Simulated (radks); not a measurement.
The numbers below are computed, except where a source is named.
Q: Ionisation of Pt2+, [Xe] 4f14 5d8, to Pt3+, [Xe] 4f14 5d7, under several functionals. Dirac Kohn-Sham, spin-unpolarised, spherical densities, point nucleus; open shells fill j = l - 1/2 first; a radial shooting solver on a logarithmic mesh with Libxc functionals. Known Delta-SCF values: BP86 31.565 eV. What does PBEsol give, and what is its highest occupied eigenvalue?

A: 31.477 eV by Delta-SCF; the 5d5/2 eigenvalue is -25.200 eV. NIST: 29 eV (theoretical).

Beside tabulated values, note that spin-unpolarised runs miss the spin-polarisation part of the exchange energy of open shells.
